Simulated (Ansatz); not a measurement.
CH₇SiSn, SMILES `[CH3][SnH][SiH3]` radical at its PBE0-D4/def2-TZVP geometry, where that method's forces vanish. Charge 0, multiplicity 2. Sn takes the def2 core potential.

```xyz
10

C    -0.3841    1.8788   -0.4524
Sn   -0.3984    0.2908    1.0099
Si    0.8032   -1.8206    0.1595
H     0.6411    2.1279   -0.7234
H    -0.9232    1.5484   -1.3422
H    -0.8754    2.7610   -0.0431
H    -2.0435   -0.0536    1.3994
H     0.7544   -2.8798    1.2019
H     2.2275   -1.4926   -0.1181
H     0.1983   -2.3602   -1.0916
```

Problem. What forces (eV/Å) does B3LYP-D4/def2-TZVPP give on these atoms in the Gaussian-basis code of Ansatz? (Estimate.)

Solution. Computed: 
```
C1  -0.010  0.227 -0.212
Sn2  0.043 -0.038  0.261
Si3  0.110 -0.200 -0.079
H4  -0.062 -0.009  0.011
H5   0.028  0.027  0.040
H6   0.031 -0.045 -0.036
H7  -0.099 -0.020  0.002
H8   0.006  0.059 -0.067
H9  -0.084 -0.023  0.015
H10  0.038  0.023  0.066
```

B3LYP here is the variant with VWN-RPA as its local correlation; programs differ in this.
